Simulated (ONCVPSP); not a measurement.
**What one change does to a pseudopotential (zinc, ONCV)**

```
Element                 : Zn (Z = 30)
Generator               : ONCVPSP 4.0.1
Type                    : optimised norm-conserving Vanderbilt (ONCV)
Functional              : PBE
Relativity              : scalar-relativistic
Frozen core             : [Ar]
Valence charge          : 12
Reference configuration : 3d10 4s2
Partial waves           : 4s: rc 1.80 bohr, ncon 4, nbas 7, qcut 3 1/bohr, 2 projectors, debl 1.7 Ha; p scattering state at 0.18 Ha: rc 1.75 bohr, ncon 3, nbas 8, qcut 3.7 1/bohr, 1 projector; 3d: rc 0.80 bohr, ncon 3, nbas 7, qcut 23.3 1/bohr, 2 projectors, debl 2.5 Ha
Local potential         : polynomial inside 0.55 bohr (lpopt 3, dvloc0 0 Ha)
Core correction         : none
```

Change: all radii scaled by about 1.29 (s 2.32, p 2.26, d 1.04 bohr); local potential polynomial inside 0.72 bohr (lpopt 3, dvloc0 0 Ha). In the p channel the program set the typed energies aside and used 0.050 Ha.

Cutoffs: the cutoffs (Ha) at which the residual kinetic energy of the hardest occupied pseudo-wave falls to 1 and 0.1 mHa per electron; they do not see the model core or the augmentation charge, which bear on the density cutoff. Errors are all-electron minus pseudo energies relative to the spin-unpolarised reference configuration.

Problem. How do hardness, ghosts and transferability respond?

Solution. The potential gets softer (168 Ha and 193 Ha → 112 Ha and 128 Ha); both files keep a bound ghost (p, s); of the 4 tests that both files solve, the error grows in 1 and shrinks in 2 by more than 15 % and 0.3 meV (median size 58.4 → 19.3 meV). A larger radius leaves more room for a smooth pseudo-wave, so fewer plane waves are needed.

| quantity | base | changed |
| --- | --- | --- |
| cutoff, loose | 168 Ha | 112 Ha |
| cutoff, tight | 193 Ha | 128 Ha |
| loose cutoff by channel | s 11 Ha, d 168 Ha | s 5.4 Ha, d 112 Ha |
| bound ghosts | s, p | s, p |
| GHOST(+) flags under 300 eV | none | none |
| error for 3d10 4s1, meV [ΔE 9.89 eV] | 0.0 | +0.1 |
| error for 3d10 4s0, meV [ΔE 28.33 eV] | +26 | +20 |
| error for 3d9 4s0, meV [ΔE 68.87 eV] | +148 | +19 |
| error for 3d8 4s0, meV [ΔE 130.68 eV] | -91 | -354 |

 A true bound ghost makes a file unfit for plane-wave use even where its test errors are small: the radial tests pick states by their node count and pass the ghost by.
